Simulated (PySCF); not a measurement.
## Radial density of Br²⁺ (bromine, charge +2)

r2SCANh, [Ar] 3d10 4s1 4p3 5s1, high-spin 6S determinant (an excited configuration). Computed with PySCF 2.14 in x2c-QZVPPall with one added diffuse shell each of s, p, d, f type (12s9p6d5f1g, 113 functions), with the spin-free X2C one-electron Hamiltonian (Gaussian nucleus).

```csv
r (bohr),4πr²ρ (e/bohr),4πr²(ρα − ρβ)
0.000741,0.3443,0.0004
0.00125,0.8544,0.0010
0.00210,2.075,0.0024
0.00353,4.866,0.0057
0.00593,10.72,0.0125
0.00998,21.24,0.0244
0.0168,35.13,0.0397
0.0282,43.48,0.0516
0.0475,38.01,0.0819
0.0799,38.66,0.2137
0.134,51.59,0.2235
0.226,33.00,-0.0188
0.380,32.94,0.6536
0.640,24.82,-0.0240
1.08,5.791,1.9387
1.81,2.621,2.5235
3.04,0.6354,0.6353
5.12,0.1430,0.1430
8.61,0.001819,0.0018
```

Densities and radii are taken from the X2C orbitals without a picture-change correction, which distorts them close to the nucleus.

The outer electron is Rydberg-like, and this basis confines it to a smaller radius and binds it less than a complete one would.

Where is the radial spin density 4πr²(ρα − ρβ) most negative, and why is it negative at all?

Around r = 0.640 bohr, down to -0.0240 e/bohr: exchange with the open shell polarises the paired shells in an unrestricted calculation.
